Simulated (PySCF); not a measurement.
**Fine-structure interval along the 9-electron series**

Calculated with PySCF 2.14 and a two-component X2C-1e Hamiltonian (Gaussian nucleus, no Breit or QED terms), each ion in its own even-tempered basis scaled to its charge; GMP2 freezes nothing and drops the highest virtual spinors. Values in cm⁻¹.

```json
{"ion": "Nd⁵¹⁺", "configuration": "[He] 2s2 2p5", "GHF (screened spin-orbit)": "4383800", "GMP2 (screened spin-orbit)": "4384900", "GHF (bare spin-orbit)": "4545600"}
{"ion": "Sm⁵³⁺", "configuration": "[He] 2s2 2p5", "GHF (screened spin-orbit)": "5076500", "GMP2 (screened spin-orbit)": "5077600", "GHF (bare spin-orbit)": "5258600"}
```

(1) Fill in the row of Pm⁵²⁺.

Answers

(1) configuration: [He] 2s2 2p5; GHF (screened spin-orbit): 4720000; GMP2 (screened spin-orbit): 4721200; GHF (bare spin-orbit): 4891800.
